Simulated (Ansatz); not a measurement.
Ansatz (an electronic-structure program) input (B3LYP/6-31G* with LANL2DZ past Ar): The .json file joins the Basis Set Exchange's 6-31G* for atoms up to Ar and LANL2DZ past it.

Ansatz 0.2 input:
```yaml
crystal:
  periodic: [false, false, false]
  atoms:
    - {symbol: C, position_ang: [-2.33360060, -0.29864878, -0.60214488]}
    - {symbol: C, position_ang: [-1.35207591, 0.80778988, -0.80973953]}
    - {symbol: N, position_ang: [-0.12385075, 0.81735206, -0.14014092]}
    - {symbol: C, position_ang: [0.72134156, 1.97867902, -0.41116143]}
    - {symbol: Ge, position_ang: [0.70463695, -0.75089649, 0.44308553]}
    - {symbol: H, position_ang: [-2.70114456, -0.37705900, 0.43795015]}
    - {symbol: H, position_ang: [-3.20826708, -0.14027379, -1.24177318]}
    - {symbol: H, position_ang: [-1.92378950, -1.28659232, -0.86403248]}
    - {symbol: H, position_ang: [-1.73378000, 1.79921089, -1.04995580]}
    - {symbol: H, position_ang: [0.14259935, 2.89768480, -0.24796388]}
    - {symbol: H, position_ang: [1.57618604, 1.99676484, 0.27112273]}
    - {symbol: H, position_ang: [1.09914036, 1.99850451, -1.44525261]}
    - {symbol: H, position_ang: [1.93453438, -0.28225922, 1.24860352]}
    - {symbol: H, position_ang: [-0.26063247, -1.54778154, 1.34358277]}
    - {symbol: H, position_ang: [1.17973582, -1.67789669, -0.71175684]}
basis:
  gaussian:
    orbitals: 6-31Gs+LANL2DZ.json
hamiltonian:
  xc: {name: B3LYP}
magnetization: {spin_polarized: true, initial_magnetization: 1}
phonons: {temperatures: {t_min: 298.15, t_max: 298.15, t_step: 100}}
```

Output:

```
Functional definition: B3LYP
integrals: 0.05 GiB planned
1140 factors; integrals over basis functions are off by at most 3.9e-4 eV
mean field: 0.52 GiB planned
mean field evaluation 1: about -4857.5386 eV, gradient 3.9e1 eV
mean field evaluation 2: about -4848.5600 eV, gradient 5.7e1 eV
mean field evaluation 4: about -4864.8623 eV, gradient 2.9e0 eV
mean field evaluation 8: about -4864.9252 eV, gradient 6.6e-2 eV
mean field evaluation 16: about -4864.9253 eV, gradient 7.7e-5 eV
mean field -4864.92526705 eV, -178.7827059993 hartree, gradient 7.7e-5 eV, S^2 0.753109; 0 other end points of the search recorded, 0 dependent functions left out
the calculation of the forces begins
reference -4864.92551523 eV, -178.7827151197 hartree; 20, 19 occupied and 68, 69 virtual orbitals, 1140 factors
these checks for a lower state are left out or cut short: stability, starts, cluster_reference, orbital_swaps, neighbouring_geometries, increment
integrals: 0.05 GiB planned
1140 factors; integrals over basis functions are off by at most 3.9e-4 eV
mean field: 0.52 GiB planned
mean field -4864.92510587 eV, -178.7827000761 hartree, gradient 1.9e-6 eV, S^2 0.753110; 0 other end points of the search recorded, 0 dependent functions left out
the calculation of the forces begins
reference -4864.92535408 eV, -178.7827091974 hartree; 20, 19 occupied and 68, 69 virtual orbitals, 1140 factors
these checks for a lower state are left out or cut short: stability, starts, cluster_reference, orbital_swaps, neighbouring_geometries, increment
integrals: 0.05 GiB planned
1140 factors; integrals over basis functions are off by at most 3.9e-4 eV
mean field: 0.52 GiB planned
mean field -4864.92510516 eV, -178.7827000501 hartree, gradient 2.5e-6 eV, S^2 0.753108; 0 other end points of the search recorded, 0 dependent functions left out
the calculation of the forces begins
reference -4864.92535332 eV, -178.7827091698 hartree; 20, 19 occupied and 68, 69 virtual orbitals, 1140 factors
these checks for a lower state are left out or cut short: stability, starts, cluster_reference, orbital_swaps, neighbouring_geometries, increment
integrals: 0.05 GiB planned
1140 factors; integrals over basis functions are off by at most 3.9e-4 eV
mean field: 0.52 GiB planned
mean field evaluation 32: about -4864.9251 eV, gradient 6.5e-5 eV
mean field -4864.92511128 eV, -178.7827002748 hartree, gradient 2.3e-6 eV, S^2 0.753108; 0 other end points of the search recorded, 0 dependent functions left out
the calculation of the forces begins
reference -4864.92535948 eV, -178.7827093961 hartree; 20, 19 occupied and 68, 69 virtual orbitals, 1140 factors
these checks for a lower state are left out or cut short: stability, starts, cluster_reference, orbital_swaps, neighbouring_geometries, increment
integrals: 0.05 GiB planned
1140 factors; integrals over basis functions are off by at most 3.9e-4 eV
mean field: 0.52 GiB planned
mean field -4864.92510921 eV, -178.7827001988 hartree, gradient 1.1e-6 eV, S^2 0.753111; 0 other end points of the search recorded, 0 dependent functions left out
the calculation of the forces begins
reference -4864.92535737 eV, -178.7827093185 hartree; 20, 19 occupied and 68, 69 virtual orbitals, 1140 factors
these checks for a lower state are left out or cut short: stability, starts, cluster_reference, orbital_swaps, neighbouring_geometries, increment
integrals: 0.05 GiB planned
1140 factors; integrals over basis functions are off by at most 3.9e-4 eV
mean field: 0.52 GiB planned
mean field -4864.92511052 eV, -178.7827002468 hartree, gradient 1.6e-6 eV, S^2 0.753103; 0 other end points of the search recorded, 0 dependent functions left out
the calculation of the forces begins
reference -4864.92535866 eV, -178.7827093660 hartree; 20, 19 occupied and 68, 69 virtual orbitals, 1140 factors
these checks for a lower state are left out or cut short: stability, starts, cluster_reference, orbital_swaps, neighbouring_geometries, increment
integrals: 0.05 GiB planned
1140 factors; integrals over basis functions are off by at most 4.0e-4 eV
mean field: 0.52 GiB planned
mean field -4864.92511259 eV, -178.7827003231 hartree, gradient 1.4e-6 eV, S^2 0.753116; 0 other end points of the search recorded, 0 dependent functions left out
the calculation of the forces begins
reference -4864.92536081 eV, -178.7827094450 hartree; 20, 19 occupied and 68, 69 virtual orbitals, 1140 factors
these checks for a lower state are left out or cut short: stability, starts, cluster_reference, orbital_swaps, neighbouring_geometries, increment
integrals: 0.05 GiB planned
1140 factors; integrals over basis functions are off by at most 3.9e-4 eV
mean field: 0.52 GiB planned
mean field -4864.92510821 eV, -178.7827001619 hartree, gradient 8.4e-7 eV, S^2 0.753103; 0 other end points of the search recorded, 0 dependent functions left out
[...]
mean field -4864.92524346 eV, -178.7827051324 hartree, gradient 1.5e-6 eV, S^2 0.753109; 0 other end points of the search recorded, 0 dependent functions left out
the calculation of the forces begins
reference -4864.92549163 eV, -178.7827142526 hartree; 20, 19 occupied and 68, 69 virtual orbitals, 1140 factors
these checks for a lower state are left out or cut short: stability, starts, cluster_reference, orbital_swaps, neighbouring_geometries, increment
integrals: 0.05 GiB planned
1140 factors; integrals over basis functions are off by at most 3.9e-4 eV
mean field: 0.52 GiB planned
mean field -4864.92524270 eV, -178.7827051046 hartree, gradient 1.4e-6 eV, S^2 0.753109; 0 other end points of the search recorded, 0 dependent functions left out
the calculation of the forces begins
reference -4864.92549089 eV, -178.7827142253 hartree; 20, 19 occupied and 68, 69 virtual orbitals, 1140 factors
these checks for a lower state are left out or cut short: stability, starts, cluster_reference, orbital_swaps, neighbouring_geometries, increment
integrals: 0.05 GiB planned
1140 factors; integrals over basis functions are off by at most 3.9e-4 eV
mean field: 0.52 GiB planned
mean field -4864.92524956 eV, -178.7827053567 hartree, gradient 2.2e-6 eV, S^2 0.753109; 0 other end points of the search recorded, 0 dependent functions left out
the calculation of the forces begins
reference -4864.92549775 eV, -178.7827144775 hartree; 20, 19 occupied and 68, 69 virtual orbitals, 1140 factors
these checks for a lower state are left out or cut short: stability, starts, cluster_reference, orbital_swaps, neighbouring_geometries, increment
integrals: 0.05 GiB planned
1140 factors; integrals over basis functions are off by at most 3.9e-4 eV
mean field: 0.52 GiB planned
mean field -4864.92524884 eV, -178.7827053300 hartree, gradient 2.2e-6 eV, S^2 0.753109; 0 other end points of the search recorded, 0 dependent functions left out
the calculation of the forces begins
reference -4864.92549701 eV, -178.7827144503 hartree; 20, 19 occupied and 68, 69 virtual orbitals, 1140 factors
these checks for a lower state are left out or cut short: stability, starts, cluster_reference, orbital_swaps, neighbouring_geometries, increment
integrals: 0.05 GiB planned
1140 factors; integrals over basis functions are off by at most 3.9e-4 eV
mean field: 0.52 GiB planned
mean field evaluation 512: about -4864.9252 eV, gradient 1.5e-5 eV
mean field -4864.92524647 eV, -178.7827052429 hartree, gradient 1.5e-6 eV, S^2 0.753109; 0 other end points of the search recorded, 0 dependent functions left out
the calculation of the forces begins
reference -4864.92549465 eV, -178.7827143633 hartree; 20, 19 occupied and 68, 69 virtual orbitals, 1140 factors
these checks for a lower state are left out or cut short: stability, starts, cluster_reference, orbital_swaps, neighbouring_geometries, increment
integrals: 0.05 GiB planned
1140 factors; integrals over basis functions are off by at most 3.9e-4 eV
mean field: 0.52 GiB planned
mean field -4864.92524593 eV, -178.7827052231 hartree, gradient 1.6e-6 eV, S^2 0.753109; 0 other end points of the search recorded, 0 dependent functions left out
the calculation of the forces begins
reference -4864.92549411 eV, -178.7827143437 hartree; 20, 19 occupied and 68, 69 virtual orbitals, 1140 factors
these checks for a lower state are left out or cut short: stability, starts, cluster_reference, orbital_swaps, neighbouring_geometries, increment
integrals: 0.05 GiB planned
1140 factors; integrals over basis functions are off by at most 3.9e-4 eV
mean field: 0.52 GiB planned
mean field -4864.92525823 eV, -178.7827056752 hartree, gradient 1.3e-6 eV, S^2 0.753109; 0 other end points of the search recorded, 0 dependent functions left out
the calculation of the forces begins
reference -4864.92550640 eV, -178.7827147953 hartree; 20, 19 occupied and 68, 69 virtual orbitals, 1140 factors
these checks for a lower state are left out or cut short: stability, starts, cluster_reference, orbital_swaps, neighbouring_geometries, increment
integrals: 0.05 GiB planned
1140 factors; integrals over basis functions are off by at most 3.9e-4 eV
mean field: 0.52 GiB planned
mean field -4864.92525760 eV, -178.7827056520 hartree, gradient 1.2e-6 eV, S^2 0.753109; 0 other end points of the search recorded, 0 dependent functions left out
the calculation of the forces begins
reference -4864.92550579 eV, -178.7827147729 hartree; 20, 19 occupied and 68, 69 virtual orbitals, 1140 factors
these checks for a lower state are left out or cut short: stability, starts, cluster_reference, orbital_swaps, neighbouring_geometries, increment
integrals: 0.05 GiB planned
1140 factors; integrals over basis functions are off by at most 3.9e-4 eV
mean field: 0.52 GiB planned
mean field -4864.92524693 eV, -178.7827052599 hartree, gradient 1.6e-6 eV, S^2 0.753109; 0 other end points of the search recorded, 0 dependent functions left out
the calculation of the forces begins
reference -4864.92549509 eV, -178.7827143797 hartree; 20, 19 occupied and 68, 69 virtual orbitals, 1140 factors
these checks for a lower state are left out or cut short: stability, starts, cluster_reference, orbital_swaps, neighbouring_geometries, increment
integrals: 0.05 GiB planned
1140 factors; integrals over basis functions are off by at most 3.9e-4 eV
mean field: 0.52 GiB planned
mean field evaluation 544: about -4864.9252 eV, gradient 1.9e-6 eV
mean field -4864.92524693 eV, -178.7827052598 hartree, gradient 1.9e-6 eV, S^2 0.753109; 0 other end points of the search recorded, 0 dependent functions left out
the calculation of the forces begins
reference -4864.92549513 eV, -178.7827143810 hartree; 20, 19 occupied and 68, 69 virtual orbitals, 1140 factors
these checks for a lower state are left out or cut short: stability, starts, cluster_reference, orbital_swaps, neighbouring_geometries, increment
integrals: 0.05 GiB planned
1140 factors; integrals over basis functions are off by at most 3.9e-4 eV
mean field: 0.52 GiB planned
mean field -4864.92523767 eV, -178.7827049195 hartree, gradient 2.1e-6 eV, S^2 0.753109; 0 other end points of the search recorded, 0 dependent functions left out
the calculation of the forces begins
reference -4864.92548583 eV, -178.7827140394 hartree; 20, 19 occupied and 68, 69 virtual orbitals, 1140 factors
these checks for a lower state are left out or cut short: stability, starts, cluster_reference, orbital_swaps, neighbouring_geometries, increment
integrals: 0.05 GiB planned
1140 factors; integrals over basis functions are off by at most 3.9e-4 eV
mean field: 0.52 GiB planned
mean field -4864.92523812 eV, -178.7827049360 hartree, gradient 2.1e-6 eV, S^2 0.753109; 0 other end points of the search recorded, 0 dependent functions left out
the calculation of the forces begins
reference -4864.92548631 eV, -178.7827140570 hartree; 20, 19 occupied and 68, 69 virtual orbitals, 1140 factors
Total energy: -4864.92551523 eV, -178.7827151197 hartree
Atom 0 at    -2.333601    -0.298649    -0.602145 Å, force     0.000080     0.000306    -0.000245 eV/Å
Atom 1 at    -1.352076     0.807790    -0.809740 Å, force    -0.000297    -0.000409    -0.000088 eV/Å
Atom 2 at    -0.123851     0.817352    -0.140141 Å, force     0.000695     0.000195     0.000253 eV/Å
Atom 3 at     0.721342     1.978679    -0.411161 Å, force     0.000003     0.000204    -0.000117 eV/Å
Atom 4 at     0.704637    -0.750896     0.443086 Å, force    -0.000626    -0.000208    -0.000191 eV/Å
Atom 5 at    -2.701145    -0.377059     0.437950 Å, force     0.000005    -0.000085     0.000054 eV/Å
Atom 6 at    -3.208267    -0.140274    -1.241773 Å, force    -0.000034    -0.000028     0.000085 eV/Å
Atom 7 at    -1.923790    -1.286592    -0.864032 Å, force    -0.000104    -0.000013     0.000093 eV/Å
Atom 8 at    -1.733780     1.799211    -1.049956 Å, force     0.000208    -0.000119    -0.000062 eV/Å
Atom 9 at     0.142599     2.897685    -0.247964 Å, force    -0.000072    -0.000024     0.000080 eV/Å
Atom 10 at     1.576186     1.996765     0.271123 Å, force    -0.000025     0.000005     0.000044 eV/Å
Atom 11 at     1.099140     1.998505    -1.445253 Å, force    -0.000090     0.000010     0.000075 eV/Å
Atom 12 at     1.934534    -0.282259     1.248604 Å, force    -0.000034     0.000022    -0.000027 eV/Å
Atom 13 at    -0.260632    -1.547782     1.343583 Å, force     0.000160     0.000136     0.000113 eV/Å
Atom 14 at     1.179736    -1.677897    -0.711757 Å, force     0.000130     0.000006    -0.000068 eV/Å
Dipole moment:     0.106923     0.046785     0.034568 e Å
Vibrations: 95.22 107.74 153.58 184.55 212.46 245.23 314.53 421.71 511.85 553.91 591.15 637.88 855.06 873.20 895.32 934.62 1029.69 1098.70 1123.70 1146.30 1212.89 1327.93 1418.32 1453.68 1490.38 1503.20 1512.73 1522.62 1543.54 2037.28 2111.61 2115.19 2948.90 3000.84 3018.40 3058.62 3108.90 3123.86 3150.53 cm⁻¹, zero-point energy 3.263624 eV
```

The blocks after the first are displaced geometries, from whose forces the wavenumbers follow.
